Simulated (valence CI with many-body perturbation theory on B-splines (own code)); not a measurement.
Values are calculated unless marked as measured or tabulated.
## Br12+: configurations and terms from energies and g

Level of theory: valence CI with perturbative core correlation (CI+MBPT): five valence electrons over a frozen Dirac-Fock core [Ar], a basis of 7 s, 7 p, 8 d, 6 f, 4 g, 1 h functions for each j, with the one-electron correlation potential Σ1 (screened to all orders), the two-electron term Σ2, the three-electron term Σ3, Breit, model QED; selected single and double excitations, second order for the rest, scaled by the run's own slope (own B-spline code, finite nucleus).

No measured spectrum was set against this ion. As an estimate, terms of the open shell hold to 2 to 4 % of their energy, and close levels can change places. Only levels of the ground parity were solved; by the run's estimate the other parity begins above the list, which can be wrong where configurations are misplaced.

```
No.     J  Parity  E (cm⁻¹)      g
  1   5/2    even       0.0  1.995
  3  11/2    even     70372  1.268
  4   7/2    even     70570  0.991
  5   9/2    even     71015  1.171
  8   1/2    even     79232  2.261
  9   7/2    even     85287  1.414
 10   1/2    even     88370  0.398
 13  11/2    even    101310  0.937
 14  13/2    even    103120  1.076
 16   3/2    even    110460  0.702
 19   5/2    even    117790  1.008
 21   3/2    even    121770  0.519
```

Energies count from the lowest level. Strongly mixed levels and levels close to another of their J and parity are left out, so the numbers can have gaps.

Give configuration and LS term of each level.

1: 3d⁵ ⁶S; 3: 3d⁵ ⁴G; 4: 3d⁵ ⁴G; 5: 3d⁵ ⁴G; 8: 3d⁵ ⁴P; 9: 3d⁵ ⁴D; 10: 3d⁵ ⁴D; 13: 3d⁵ ²I; 14: 3d⁵ ²I; 16: 3d⁵ ²D; 19: 3d⁵ ⁴F; 21: 3d⁵ ⁴F.
